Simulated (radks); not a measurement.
Results of a calculation; reference values are marked as such.
The iridium anion Ir- inside a hard spherical wall (all orbitals vanish at R), configuration held at [Xe] 4f14 5d8 6s2 and not refilled when levels cross. Level of theory: scalar-relativistic Kohn-Sham, PBEsol, spin-polarised, spherical densities, finite nucleus; open shells are filled with parallel spins first (spin-orbit coupling, left out, can overturn this in heavy ions); Fermi nuclear charge, rms radius 5.4032 fm (a radial shooting solver on a logarithmic mesh with Libxc functionals). Eigenvalues in eV for spin up, with the zero of energy where the potential of the charges vanishes at infinity; a dash marks a level that is unbound or too diffuse for the functional's potential to be trusted. A positive occupied level is held by the wall or, in an anion where self-interaction has pushed it up, behind a barrier. The pressure on the wall is -dE/dV.

| R (bohr) | E (hartree) | kinetic (hartree) | e(4f) | e(5p) | e(6s) | e(5d) | e(6p, empty) | e(7s, empty) | pressure (GPa) |
|---|---|---|---|---|---|---|---|---|---|
| 10 | -17819.1821 | 19800.051 | -53.060 | -46.102 | 0.264 | 0.741 | 4.135 | 5.816 | 0.0467 |
| 8 | -17819.1720 | 19800.109 | -52.582 | -45.621 | 0.668 | 1.192 | 5.122 | 8.991 | 0.387 |
| 7 | -17819.1545 | 19800.201 | -52.002 | -45.044 | 1.169 | 1.722 | 6.098 | 12.132 | 1.29 |
| 4 | -17818.4664 | 19803.082 | -42.531 | -36.236 | 10.795 | 9.770 | 20.618 | 53.369 | 135 |
| 3.5 | -17817.7791 | 19805.692 | -36.841 | -31.287 | 17.887 | 14.639 | 30.470 | 78.252 | 378 |
| 3 | -17816.2215 | 19811.431 | -27.331 | -23.357 | 31.844 | 23.125 | 49.153 | 122.17 | 1220 |
| 1.5 | -17751.2927 | 20026.420 | 105.33 | 109.55 | 380.80 | 187.89 | 445.88 | 883.66 | 200000 |
